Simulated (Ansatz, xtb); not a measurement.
## C5H9OS+: which of two structures lies lower

Structure a: a singlet given by its coordinates. Structure b: `CS[C@H](C)CC#[O+]`, a singlet. Both are isolated ions in the gas phase, relaxed with PBE-D3(BJ)/def2-SVP; the shapes shown needn't be the lowest conformers.

a (Å):

| atom | x (Å) | y (Å) | z (Å) |
| --- | --- | --- | --- |
| C | -0.0527 | 2.8285 | -0.0565 |
| C | 0.5638 | -0.0555 | -0.0217 |
| C | -0.4033 | -0.1481 | 1.1384 |
| C | 2.0661 | 0.1332 | 0.2977 |
| C | 2.4113 | 1.2422 | -0.6452 |
| O | 3.3144 | 1.8664 | -1.0448 |
| S | 0.3950 | 1.4458 | -1.1540 |
| H | 0.5709 | 2.8699 | 0.8555 |
| H | 0.0897 | 3.7443 | -0.6628 |
| H | -1.1249 | 2.7229 | 0.1978 |
| H | 0.4141 | -0.8942 | -0.7324 |
| H | -0.1849 | -1.0765 | 1.7058 |
| H | -1.4527 | -0.2148 | 0.7927 |
| H | -0.3048 | 0.7016 | 1.8423 |
| H | 2.7220 | -0.7520 | 0.1470 |
| H | 2.2542 | 0.4932 | 1.3355 |

Close contacts (Å): C1–S7 1.82, C2–C3 1.51, C2–C4 1.55, C2–S7 1.89, C4–C5 1.50, C5–O6 1.17, C5–S7 2.09, C1–H8 1.11, C1–H9 1.11, C1–H10 1.11, C2–H11 1.11, C3–H12 1.11, C3–H13 1.11, C3–H14 1.11, C4–H15 1.11, C4–H16 1.11.

b (Å):

```yaml
atoms:
  - { symbol: C, position_ang: [0.4077, 0.0454, 2.9838] }
  - { symbol: C, position_ang: [1.0709, -0.8622, 0.4110] }
  - { symbol: C, position_ang: [1.5992, -2.0139, -0.4372] }
  - { symbol: C, position_ang: [1.6909, 0.5602, -0.0590] }
  - { symbol: C, position_ang: [1.4491, 0.8201, -1.4337] }
  - { symbol: O, position_ang: [1.1976, 0.8355, -2.5486] }
  - { symbol: S, position_ang: [1.5316, -1.1008, 2.1376] }
  - { symbol: H, position_ang: [0.6462, 1.1069, 2.7611] }
  - { symbol: H, position_ang: [-0.6505, -0.1772, 2.7449] }
  - { symbol: H, position_ang: [0.5742, -0.1158, 4.0666] }
  - { symbol: H, position_ang: [-0.0311, -0.7637, 0.3266] }
  - { symbol: H, position_ang: [1.1373, -2.9616, -0.1008] }
  - { symbol: H, position_ang: [2.6991, -2.1205, -0.3452] }
  - { symbol: H, position_ang: [1.3429, -1.8865, -1.5091] }
  - { symbol: H, position_ang: [1.2644, 1.3996, 0.5359] }
  - { symbol: H, position_ang: [2.7972, 0.5614, 0.0852] }
```

Quicker runs give these differences E(b) − E(a): GFN2-xTB +0.734 eV; HF/STO-3G +1.222 eV (at GFN2-xTB geometries); r2SCAN-D4/def2-SVP +0.492 eV (at GFN2-xTB geometries).

Estimate E(b) − E(a) at the level CCSD(T)/def2-SVP + ΔMP2/def2-TZVPP.

Calculated at CCSD(T)/def2-SVP + ΔMP2/def2-TZVPP: E(b) − E(a) = +0.411 eV, so structure a lies lower.

Level by level:

```
                             level             geometry  E(b) − E(a) (eV)  departure from the last row (eV)  job, with rough time for the two
                          GFN2-xTB             GFN2-xTB              +0.734                            +0.323              optimisation, 0.37 s
                         HF/STO-3G             GFN2-xTB              +1.222                            +0.812              single point, 0.38 s
                r2SCAN-D4/def2-SVP             GFN2-xTB              +0.492                            +0.082               single point, 3.8 s
               PBE-D3(BJ)/def2-SVP  PBE-D3(BJ)/def2-SVP              +0.551                            +0.141                optimisation, 39 s
                       HF/def2-SVP  PBE-D3(BJ)/def2-SVP              +0.087                            −0.324           part of the CCSD(T) run
                      MP2/def2-SVP  PBE-D3(BJ)/def2-SVP              +0.293                            −0.118           part of the CCSD(T) run
                  CCSD(T)/def2-SVP  PBE-D3(BJ)/def2-SVP              +0.339                            −0.071                      single point
CCSD(T)/def2-SVP + ΔMP2/def2-TZVPP  PBE-D3(BJ)/def2-SVP              +0.411                                                  single point, 78 s
```

The levels shown agree on the order. The largest departure from CCSD(T)/def2-SVP + ΔMP2/def2-TZVPP is that of HF/STO-3G, 0.812 eV. The last row adds to CCSD(T) the change of the MP2 difference between the two basis sets, here +0.071 eV.

With thermal terms from frequencies at re-optimised GFN2-xTB minima (ideal gas, soft modes damped towards free rotors, one conformer each, 298.15 K, 1 atm): the zero-point term adds −0.048 eV; ΔH is +0.385 and ΔG +0.319 eV.

The correlated steps freeze 11 core orbitals. Mirror images aren't counted in ΔG. Programs: Ansatz 0.2.0, xtb 6.7.1; the last row on 4 threads of Arm Neoverse V2 on a shared host.
